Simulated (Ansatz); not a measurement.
Born–Oppenheimer molecular dynamics of H5NOZn (8 atoms, charge 0, multiplicity 1). It starts at the highest image of a converged band. Of that band: Neighbouring images differ by up to 1.8 eV, so the band resolves the path poorly. A vibrational analysis at the climbing image gives one clearly imaginary mode, 1759i cm⁻¹: a first-order saddle point.

Method: Ansatz 0.2.0, RHF/def2-SVP.

| Property | Result |
| --- | --- |
| ensemble | NVE (velocity Verlet) |
| time step | 0.5 fs |
| steps asked | 200 |
| starting velocities drawn for | 300 K |
| seed | 10755 |

First frame:

```xyz
8
Properties=species:S:1:pos:R:3
Zn -0.307 -0.524 0.367
N 0.627 0.907 -0.652
O -0.482 -1.835 1.584
H -0.716 0.756 -0.989
H -1.593 0.291 -0.875
H 1.310 0.690 -1.362
H 0.913 1.769 -0.213
H 0.248 -2.055 2.139
```

Q: How far do the bonds stretch over the last three quarters of this one trajectory? (Pairs bonded in most of those frames.)

A: 
```json
{"bond": "Zn1–O3", "mean (Å)": "1.844", "spread (Å)": "0.054", "shortest": "1.75", "longest": "1.92"}
{"bond": "Zn1–H5", "mean (Å)": "1.601", "spread (Å)": "0.067", "shortest": "1.49", "longest": "1.71"}
{"bond": "N2–H4", "mean (Å)": "1.031", "spread (Å)": "0.081", "shortest": "0.90", "longest": "1.15"}
{"bond": "N2–H6", "mean (Å)": "1.017", "spread (Å)": "0.048", "shortest": "0.92", "longest": "1.11"}
{"bond": "N2–H7", "mean (Å)": "1.014", "spread (Å)": "0.035", "shortest": "0.96", "longest": "1.07"}
{"bond": "O3–H8", "mean (Å)": "0.946", "spread (Å)": "0.022", "shortest": "0.91", "longest": "0.98"}
```

Mean temperature of the second half: 1957 K. The conserved energy stayed within 1.1 meV per atom of its start (net change -0.35 meV per atom), so the integration is sound. The system heated up, since it started high on the potential surface and ran downhill. A run of 0.1 ps of so small a system gives no equilibrium averages. The orbitals stay closed-shell, which can raise the energy where a bond breaks towards radicals; this wasn't checked here.

Run time: 2.8 min on 1 thread of Intel(R) Xeon(R) 6975P-C (Granite Rapids), on a shared host, peak memory 0.16 GiB.
